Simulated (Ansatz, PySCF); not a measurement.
Ways to break one bond of O=CO:

A. O=CO → [OH] (HO) + [CH]=O
B. O=CO → O=[C]O + H atom

Quantity: bond dissociation energy (enthalpy at 298 K, with B3LYP-D3(BJ) rigid-rotor harmonic-oscillator terms from PySCF), kcal/mol. Each molecule is optimised on its own at B3LYP-D3(BJ)/def2-TZVP (Ansatz, an electronic-structure program), one conformer each, not searched for the lowest. Cores are frozen in the correlated levels unless marked. UHF or UKS for open shells. No spin-orbit coupling. No relativistic terms. Basis-set limits of correlation are two-point, X^-3; Hartree-Fock from the larger set. The bracket is a focal-point correction in the basis named.

Question: Rank them by bond dissociation energy at RI-MP2/CBS(aug-cc-pVTZ,aug-cc-pVQZ)+[CCSD(T)-MP2]/aug-cc-pVTZ (Ansatz), lowest first.

Answer: B (100.7 kcal/mol), A (109.6 kcal/mol)
